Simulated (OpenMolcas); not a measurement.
An atom or ion with 4 electrons was computed by MS-CASPT2, IPEA 0.25 Eh, imaginary shift 0.1 Eh with spin-orbit coupling (OpenMolcas, ANO-RCC-VTZP, DKH2). The lowest levels that the run gave, each within 12 % of the measured value where one is at hand:

```
J  Parity  E (cm⁻¹)      g
0    even       0.0       
0     odd     67216       
1     odd     67286  1.501
2     odd     67426  1.501
1     odd    132801  1.000
0    even    175861       
1    even    175930  1.501
2    even    176067  1.501
2    even    190391  1.000
0    even    237208
```

Problem. Which ion is it, and what are the configurations and terms?

Solution. N3+ (Z = 7, charge +3; active space 2 electrons in 8 orbitals (2s 2p 3s 3p)). J, parity and g give the terms where levels are pure, and mixed ones are named by the computed weights; the size of the splittings, set against known spectra of the 4-electron sequence, gives the charge. In order, with the measured energies in cm⁻¹ (Moore, Selected Tables of Atomic Spectra, NSRDS-NBS 3, section 4): 2s² ¹S₀, 2s 2p ³P°₀ (67209), 2s 2p ³P°₁ (67272), 2s 2p ³P°₂ (67416), 2s 2p ¹P°₁ (130694), 2p² ³P₀ (175535), 2p² ³P₁ (175608), 2p² ³P₂ (175733), 2p² ¹D₂ (188882), 2p² ¹S₀ (235369).

Active for correlation alone: 3p 3s; no level in the range computed is led by a configuration that fills them, so any true level of that kind is missing. Computed and measured levels are paired by configuration, term and J; levels that our copy of the source lacks, or whose pairing is in doubt (as where it misses far off the trend of its configuration), stay unpaired and out of the deviations. Only configurations of the active space appear.

° marks odd parity.
